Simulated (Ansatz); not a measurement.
Cartesian coordinates (Å):
```xyz
6

C     -0.3618     0.0670    -0.0160
N      1.0058     0.4826     0.0174
H     -0.6277    -0.5097     0.8836
H     -1.0270     0.9295    -0.0835
H     -0.5637    -0.6010    -0.8674
H      1.5745    -0.3684     0.0659
```
Charge 0, spin multiplicity 2.

All values below come from Ansatz (an electronic-structure program) with frozen-core CCSD(T)/cc-pVTZ // PBE0-D4/def2-TZVP.

- HF energy: -94.63061 Ha
- MP2 correlation energy: -0.35512 Ha

Task: Estimate the CCSD correlation energy, the (T) correction, the total energy and the T1 diagnostic.

Result: 
The CCSD correlation energy is -0.38468 Ha. The (T) correction comes out as -0.01306 Ha. The CCSD(T) total energy is -95.02835 Ha and the T1 diagnostic comes out as 0.013.
